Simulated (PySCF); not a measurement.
BeO, SMILES [Be]=[O].

Coordinates come from a B3LYP-D3(BJ)/def2-TZVPD optimisation.

Two levels are set side by side: PBE/def2-TZVPD (PySCF) and M06-2X/def2-TZVPD (PySCF). Same geometry, gas phase. Differences are taken from unrounded values.

| quantity | M06-2X | PBE | PBE minus M06-2X |
|---|---|---|---|
| orbital gap (eV) | 5.33 | 1.38 | -3.94 |
| highest occupied level (eV) | -8.83 | -6.18 | 2.66 |
| lowest empty level (eV) | -3.51 | -4.79 | -1.29 |
| dipole moment (D) | 6.76 | 5.98 | -0.78 |
| mean polarisability (bohr³) | 24.8 | 30.8 | 6.0 |

Without exact exchange PBE keeps part of each electron's self-repulsion, which lifts occupied levels and narrows the gap. PBE's more diffuse valence density responds more strongly to a field. Differences between two approximate levels are no errors against the true value.

Rough cost on one machine, each run with all the roots and properties that it gave: M06-2X against PBE about 4 times.
